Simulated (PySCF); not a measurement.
The numbers are results of B3LYP-D3(BJ)/def2-TZVP // BP86-D3(BJ)/def2-SVP (PySCF), not measurements. Isolated molecules, 0 K electronic values unless said otherwise. One relaxed conformer stands for a flexible species; it need not be the lowest. B3LYP has the VWN-RPA correlation part, as in Gaussian. 

Reference species: [Ta(OH)5] (neutral, multiplicity 1).

The HOMO–LUMO gap is 7.08 eV, the HOMO comes out as -8.32 eV and the coordination number is 5.

After one change: the HOMO–LUMO gap falls by 1.61 eV; the HOMO increases by 2.06 eV; the coordination number is nearly the same.

### Question
Name the change that produced these shifts. The new species is one of these.
(A) [Ta(OH)(NH2)4]
(B) [Ta(OH)2(NH2)3]
(C) [Ta(OH)3(NH2)2]

### Answer
A, [Ta(OH)(NH2)4]
